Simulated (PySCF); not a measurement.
**Spinor energies of In (indium, neutral)**

Start: [Kr] 4d10 5s1 5p2; 5s1/2 filled at m_j = +1/2; 5p3/2 filled at m_j = +1/2, +3/2. Calculated with PySCF 2.14 in x2c-TZVPall-2c: generalised Hartree-Fock with the X2C-1e Hamiltonian and a Gaussian nucleus; one run each with spin-orbit coupling (SO) switched off, then screened by Boettger's factors. This is a chosen level, not necessarily the ground level.

```json
{"spinor shell": "1s1/2", "electrons": "2", "ε, spin-free (eV)": "-28082.8", "ε, screened SO (eV)": "-28080.4", "weight of nominal j (screened SO)": "1.000", "rms radius, screened SO (bohr)": "0.0340"}
{"spinor shell": "2s1/2", "electrons": "2", "ε, spin-free (eV)": "-4296.6", "ε, screened SO (eV)": "-4296.0", "weight of nominal j (screened SO)": "1.000", "rms radius, screened SO (bohr)": "0.139"}
{"spinor shell": "2p1/2", "electrons": "2", "ε, spin-free (eV)": "-3849.5", "ε, screened SO (eV)": "-3995.7", "weight of nominal j (screened SO)": "1.000", "rms radius, screened SO (bohr)": "0.120"}
{"spinor shell": "2p3/2", "electrons": "4", "ε, spin-free (eV)": "-3849.5", "ε, screened SO (eV)": "-3782.7", "weight of nominal j (screened SO)": "1.000", "rms radius, screened SO (bohr)": "0.125"}
{"spinor shell": "3s1/2", "electrons": "2", "ε, spin-free (eV)": "-855.28", "ε, screened SO (eV)": "-855.17", "weight of nominal j (screened SO)": "1.000", "rms radius, screened SO (bohr)": "0.371"}
{"spinor shell": "3p1/2", "electrons": "2", "ε, spin-free (eV)": "-705.27", "ε, screened SO (eV)": "-732.60", "weight of nominal j (screened SO)": "1.000", "rms radius, screened SO (bohr)": "0.365"}
{"spinor shell": "3p3/2", "electrons": "4", "ε, spin-free (eV)": "-705.27", "ε, screened SO (eV)": "-692.79", "weight of nominal j (screened SO)": "1.000", "rms radius, screened SO (bohr)": "0.376"}
{"spinor shell": "3d3/2", "electrons": "4", "ε, spin-free (eV)": "-472.95", "ε, screened SO (eV)": "-477.70", "weight of nominal j (screened SO)": "1.000", "rms radius, screened SO (bohr)": "0.350"}
{"spinor shell": "3d5/2", "electrons": "6", "ε, spin-free (eV)": "-472.95", "ε, screened SO (eV)": "-469.72", "weight of nominal j (screened SO)": "1.000", "rms radius, screened SO (bohr)": "0.353"}
{"spinor shell": "4s1/2", "electrons": "2", "ε, spin-free (eV)": "-145.47", "ε, screened SO (eV)": "-145.50", "weight of nominal j (screened SO)": "1.000", "rms radius, screened SO (bohr)": "0.908"}
{"spinor shell": "4p1/2", "electrons": "2", "ε, spin-free (eV)": "-98.562", "ε, screened SO (eV)": "-103.41", "weight of nominal j (screened SO)": "1.000", "rms radius, screened SO (bohr)": "0.970"}
{"spinor shell": "4p3/2", "electrons": "4", "ε, spin-free (eV)": "-98.562", "ε, screened SO (eV)": "-96.423", "weight of nominal j (screened SO)": "1.000", "rms radius, screened SO (bohr)": "1.000"}
{"spinor shell": "4d3/2", "electrons": "4", "ε, spin-free (eV)": "-28.709", "ε, screened SO (eV)": "-29.345", "weight of nominal j (screened SO)": "0.983", "rms radius, screened SO (bohr)": "1.26"}
{"spinor shell": "4d5/2", "electrons": "6", "ε, spin-free (eV)": "-28.709", "ε, screened SO (eV)": "-28.368", "weight of nominal j (screened SO)": "0.989", "rms radius, screened SO (bohr)": "1.28"}
{"spinor shell": "5s1/2", "electrons": "1", "ε, spin-free (eV)": "-14.198", "ε, screened SO (eV)": "-14.209", "weight of nominal j (screened SO)": "0.999", "rms radius, screened SO (bohr)": "2.87"}
{"spinor shell": "5p3/2", "electrons": "2", "ε, spin-free (eV)": "-6.722", "ε, screened SO (eV)": "-6.688", "weight of nominal j (screened SO)": "0.805", "rms radius, screened SO (bohr)": "3.76"}
```

```json
{"quantity": "E (hartree)", "spin-free": "-5877.51377", "screened SO": "-5878.79332"}
{"quantity": "M_J", "spin-free": "5/2", "screened SO": "5/2"}
{"quantity": "⟨J²⟩", "spin-free": "8.760", "screened SO": "8.760"}
{"quantity": "⟨L²⟩", "spin-free": "2.006", "screened SO": "2.038"}
{"quantity": "⟨S²⟩", "spin-free": "3.754", "screened SO": "3.760"}
```

Each row is a mean over spinors that exchange with the open shell spreads, by up to 0.430 eV (4d5/2).

Rows whose weight is well below 1 are mixtures of j = l ± 1/2: exchange outweighs spin-orbit coupling there, and the label is only the starting occupation.

Breit and QED terms are absent; they matter most for the inner s and p1/2 levels.

Densities and radii are taken from the X2C orbitals without a picture-change correction, which distorts them close to the nucleus.

Without spin-orbit coupling the j labels of p, d and f shells carry no meaning; the spin-free column gives the mean over the occupied spinors of each nl shell.
